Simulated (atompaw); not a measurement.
## An all-electron radial function and its pseudo partner (thulium (Tm))

Columns: radius, all-electron u(r) and pseudo u(r) of the 4f shell (level -13.82 eV) of thulium in the configuration [Kr] 4d10 4f13 5s2 5p6 5d0 6s1 6p0; PBE, non-relativistic, PAW (atompaw) scheme, atompaw 4.2.0.5.

```tsv
r (bohr)	all-electron	pseudo
0.115	0.1639	0.0037
0.231	0.6645	0.0529
0.346	1.0309	0.2101
0.462	1.1596	0.4758
0.577	1.1312	0.7463
0.692	1.0337	0.9009
0.808	0.9149	0.8970
0.923	0.7990	0.7993
1.038	0.6935	0.6935
1.154	0.6000	0.6000
1.269	0.5198	0.5198
1.385	0.4502	0.4502
1.500	0.3909	0.3909
1.615	0.3401	0.3401
1.731	0.2961	0.2961
1.846	0.2586	0.2586
1.962	0.2260	0.2260
2.077	0.1982	0.1982
2.192	0.1742	0.1742
2.308	0.1532	0.1532
2.423	0.1352	0.1352
2.538	0.1195	0.1195
2.654	0.1056	0.1056
2.769	0.0937	0.0937
2.885	0.0831	0.0831
3.000	0.0739	0.0739
```

Question: How many radial nodes do the two functions have?

Answer: The all-electron 4f function has n − l − 1 = 0; the pseudo-wave has 0.

Question: At about which radius was the pseudo-wave matched?

Answer: 1.00 bohr, where the columns begin to agree (steps of 0.12 bohr).

Question: Where does each function peak?

Answer: Outermost all-electron maximum near 0.46 bohr, pseudo maximum near 0.69 bohr (to the table’s step).

Question: Is the pseudo-wave norm-conserving?

Answer: No, it belongs to a PAW set: the norm inside the radius is not constrained, and the difference is carried by the augmentation charge.
